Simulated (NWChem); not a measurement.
**Total energies of Cl₂Se**

```xyz
3

Se     0.0000     0.0000    -0.6872
Cl    -1.7155     0.0000     0.6872
Cl     1.7155     0.0000     0.6872
```
Charge 0, spin multiplicity 1.

All runs are NWChem calculations. Structure: optimised with B3LYP/def2-SVP, a minimum by its harmonic frequencies.

Basis set: 6-31G* (68 functions).

| method | total energy (Ha) |
|---|---|
| RHF | -3318.48517 |
| MP2 | -3318.99160 |
| B2PLYP | -3320.92716 |
| PBE | -3320.88366 |
| B3LYP | -3321.67419 |
| M06-2X | -3321.57769 |
| CCSD(T) | -3319.03057 |

Total energies of different functionals aren't comparable as a measure of quality: only differences taken within one method are. 

The Hamiltonian is non-relativistic. The correlated methods keep 19 core orbitals frozen. B3LYP has NWChem's definition, with VWN1-RPA local correlation. The Pople sets run with spherical d functions. The structure started from a generated list of species. Coupled-cluster values serve here as a point of comparison, not as the truth.
